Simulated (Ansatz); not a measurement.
## Relative stability

The two ends of one reaction step of BNH$_{5}$ClO$_{2}$, closed shell (PBE0-D4/def2-TZVP).

A:

```json
{"atom": "B1", "x (Å)": "-0.3977", "y (Å)": "-0.1969", "z (Å)": "0.1104"}
{"atom": "N2", "x (Å)": "0.9023", "y (Å)": "0.7127", "z (Å)": "-0.3358"}
{"atom": "O3", "x (Å)": "0.0614", "y (Å)": "-1.4319", "z (Å)": "0.6163"}
{"atom": "O4", "x (Å)": "-1.1364", "y (Å)": "-0.2396", "z (Å)": "-1.0844"}
{"atom": "H5", "x (Å)": "1.4743", "y (Å)": "0.9461", "z (Å)": "0.4685"}
{"atom": "Cl6", "x (Å)": "-1.1585", "y (Å)": "0.8772", "z (Å)": "1.4985"}
{"atom": "H7", "x (Å)": "1.4537", "y (Å)": "0.1861", "z (Å)": "-1.0079"}
{"atom": "H8", "x (Å)": "0.5777", "y (Å)": "1.5710", "z (Å)": "-0.7708"}
{"atom": "H9", "x (Å)": "-0.0027", "y (Å)": "-1.4703", "z (Å)": "1.5711"}
{"atom": "H10", "x (Å)": "-1.7743", "y (Å)": "-0.9543", "z (Å)": "-1.0658"}
```

B:

B1  (-0.420, -0.435, -0.397)
N2  (0.619, 0.691, -0.318)
O3  (-0.866, -0.983, 0.723)
O4  (-0.791, -0.771, -1.654)
H5  (0.820, 0.852, 0.784)
Cl6  (0.766, 0.698, 2.527)
H7  (1.483, 0.446, -0.795)
H8  (0.279, 1.553, -0.737)
H9  (-0.449, -0.573, 1.537)
H10  (-1.442, -1.479, -1.669)
(Å)

Ansatz 0.2.0; basis: def2-TZVPP; cores frozen in the correlated methods. B3LYP uses VWN-RPA correlation.

(1) Which structure is lower at CCSD(T), and by how much? (An estimate is asked for; the value comes from the calculation.)

No T1 diagnostic of these runs exceeds 0.012.

Answers

(1) Computed: A, by 8.24 kcal/mol (electronic energy, against the other). By their contacts, A is BNH₅ClO₂ ([NH3][B]([OH])([OH])[Cl]) and B is a complex of BNH₅O₂ ([NH3][B]([OH])[OH]) + Cl.

All methods give the same order:

```json
{"method": "SPW92", "E(B) − E(A) (kcal/mol)": "0.38"}
{"method": "PBE-D4", "E(B) − E(A) (kcal/mol)": "2.18"}
{"method": "BLYP-D4", "E(B) − E(A) (kcal/mol)": "0.80"}
{"method": "r2SCAN-D4", "E(B) − E(A) (kcal/mol)": "3.84"}
{"method": "B97M-V", "E(B) − E(A) (kcal/mol)": "5.93"}
{"method": "PBE0-D4", "E(B) − E(A) (kcal/mol)": "4.66"}
{"method": "B3LYP-D4", "E(B) − E(A) (kcal/mol)": "2.74"}
{"method": "r2SCAN0-D4", "E(B) − E(A) (kcal/mol)": "5.53"}
{"method": "BHLYP-D4", "E(B) − E(A) (kcal/mol)": "5.41"}
{"method": "CAM-B3LYP-D4", "E(B) − E(A) (kcal/mol)": "3.75"}
{"method": "wB97X-V", "E(B) − E(A) (kcal/mol)": "7.06"}
{"method": "wB97M-V", "E(B) − E(A) (kcal/mol)": "6.86"}
{"method": "B2PLYP", "E(B) − E(A) (kcal/mol)": "4.52"}
{"method": "PBE-QIDH", "E(B) − E(A) (kcal/mol)": "7.20"}
{"method": "RPA on PBE", "E(B) − E(A) (kcal/mol)": "9.00"}
{"method": "HF", "E(B) − E(A) (kcal/mol)": "7.72"}
{"method": "MP2", "E(B) − E(A) (kcal/mol)": "8.17"}
{"method": "CCSD", "E(B) − E(A) (kcal/mol)": "8.65"}
{"method": "CCSD(T)", "E(B) − E(A) (kcal/mol)": "8.24"}
```

Labels in which every atom is bracketed show which atoms are joined, not bond orders.

For scale, one of the runs: CCSD(T)/def2-TZVPP, 236 basis functions, launched by `ansatz run in.yaml --threads 4 --pin off --events-out ev --progress --plain --max-ram 9574MiB`. Hardware: 4 CPU threads of an Intel Xeon, shared host. Wall time 2.7 min; peak host memory 4.6 GiB.
